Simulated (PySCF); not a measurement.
Correlation energy of Co (cobalt, neutral)

[Ar] 3d7 4s2, high-spin 4F determinant. All numbers are calculated (PySCF 2.14, the spin-free X2C one-electron Hamiltonian (Gaussian nucleus), in jorge-DZP-DKH (8s6p2d1f, 43 functions)). Frozen: [Ar]; 9 electrons correlated.

MP2 pair energies summed by pair of shells (mhartree):

```json
{"pair": "3d-3d", "energy": "-116.65", "share (%)": "72.1"}
{"pair": "3d-4s", "energy": "-25.66", "share (%)": "15.9"}
{"pair": "4s-4s", "energy": "-19.52", "share (%)": "12.1"}
```

Total MP2 correlation energy: -161.83 mhartree.

Same-spin part -61.88 and opposite-spin part -99.95 mhartree; SCS-MP2 scales them by 1/3 and 6/5 to -140.57 mhartree.
